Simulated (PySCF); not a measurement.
Dipole response of Pr⁺ (praseodymium, charge +1)

[Xe] 4f3 6s1, one real determinant. All numbers are calculated (PySCF 2.14, the spin-free X2C one-electron Hamiltonian (Gaussian nucleus), in x2c-TZVPPall with one added diffuse shell each of s, p, d, f type (12s8p8d5f2g, 129 functions)). Coupled (time-dependent) response in atomic units; α is the mean over directions.

| method | mean α (bohr³) | α xx, yy, zz | C₆ (like pair) | S(−4) |
| --- | --- | --- | --- | --- |
| UHF | 142.8 | 143.7, 143.7, 141.0 | 1547 | 17420 |

S(−4) is the Cauchy moment in α(ω) = α(0) + S(−4) ω² + …

Spin-orbit coupling is absent.

α(iu) at UHF:

| u (hartree) | α(iu) (bohr³) |
| --- | --- |
| 0 | 142.8 |
| 0.0500 | 110.3 |
| 0.100 | 68.04 |
| 0.200 | 30.77 |
| 0.300 | 18.91 |
| 0.500 | 11.03 |
| 0.750 | 7.420 |
| 1.00 | 5.500 |
| 1.50 | 3.417 |
| 2.00 | 2.348 |
| 3.00 | 1.333 |
| 5.00 | 0.6286 |

A single London oscillator, α(iu) = α/(1 + u²/ω²), gives C₆ = (3/4) ω α². Matching the computed C₆ needs ω = 4 × 1547 / (3 × 142.8²) = 0.101 hartree.

For an ion, C₆ is the dispersion term alone; charge-induced terms of lower order in 1/R come first.

The components differ because the open shell of this determinant is not spherical; for a pure term their mean is the scalar polarisability.

⟨L²⟩ = 34.03 against 42 for a pure I term, so this real determinant mixes terms. Spin-orbit coupling, absent here, splits the open shell strongly.
